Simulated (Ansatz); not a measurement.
Ideal-gas functions of F2GeHO (`[OH][Ge]([F])[F]`) radical at 800 K and 1 bar, from an Ansatz frequency run at PBE0-D4/def2-TZVP.

Molar mass 127.61 g/mol, point group C1 (symmetry number 1), electronic degeneracy 2, moments of inertia 84.992, 87.047, 144.855 u Å². Harmonic wavenumbers (cm⁻¹, unscaled): 144, 212, 251, 266, 684, 711, 722, 894, 3863.

Use S(trans) = R[1.5 ln M + 2.5 ln T − 1.1517]; rotational temperatures θ = 24.2544 K / I; S(rot) = R[ln(√π/σ · √(T³/θAθBθC)) + 1.5]; for each mode x = 1.438777 ν̃/T, S = R[x/(eˣ − 1) − ln(1 − e⁻ˣ)] and H = RT x/(eˣ − 1); 1 cm⁻¹ = 0.0119627 kJ/mol; R = 8.31446 J/(mol·K).

**Question.** By hand: the entropy, in J/(mol·K).

**Answer.** Translation 189.8. Rotation: θ = 0.2854, 0.2786, 0.1674 K, giving 118.6. Vibration, mode by mode: 19.57, 16.38, 15.00, 14.52, 7.10, 6.81, 6.70, 5.21, 0.06, in all 91.4. Electronic 5.8. Sum 405.6 J/(mol·K).

**Question.** By hand: H − E and G − E in kJ/mol, counted from the electronic energy.

**Answer.** Zero-point energy ½ × 7747 × 0.0119627 = 46.3; thermal vibration 34.4; translation, rotation and pV give 4 RT = 26.6. H − E = 107.3 kJ/mol, and G − E = 107.3 − 800 × 405.6/1000 = -217.2 kJ/mol.

Vibration gives 23 % of the entropy, 19.6 J/(mol·K) of it from the mode under 150 cm⁻¹: soft modes count most, and the harmonic formula is weakest for them. The sum counts one conformer and one mirror image; others add a mixing term.
